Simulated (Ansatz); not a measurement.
The cluster ZrTe2⁺, relaxed as a doublet with UKS r2SCAN-D4/def2-TZVP in Ansatz, starting from the GFN2-xTB geometry. Force threshold 0.02 eV/Å.

In the def2 sets Te, Zr take a core potential; there is no spin–orbit coupling. The charge 1 doublet is spin-contaminated (final ⟨S²⟩ up to 0.86, 0.75 for a pure state). The relaxation made no stability test and no search for a lower SCF solution. No other spin state of charge 1 was run. The structure comes from a short search, and lower isomers may exist.

Start:

```csv
atom,x (Å),y (Å),z (Å)
Zr1,2.078,-0.901,-0.408
Te2,-0.094,0.063,1.072
Te3,-1.984,0.838,-0.664
```

(1) Estimate the energy that the relaxation releases and the steps that it takes.

(2) Does the start keep its bonding and symmetry?

(3) Predict the relaxed structure.

Answers

(1) 217.8 kJ/mol, in 9 steps; 63 s on 4 threads of Arm Neoverse V1 on a shared host. No frequencies were taken in this run, so the end may be a saddle point.

(2) Bonds formed: Zr1–Te3 (atoms count from 1). The end is the same structure that another start reached, the lowest one found. Point group Cs at the start, C2v at the end, both within 0.05 Å.

(3) 
```tsv
atom	x (Å)	y (Å)	z (Å)
Zr1	1.247	-0.549	-0.662
Te2	-0.058	0.058	1.577
Te3	-1.189	0.491	-0.915
```
Bond lengths: 2 × Te–Zr 2.66 Å; 1 × Te–Te 2.77 Å.
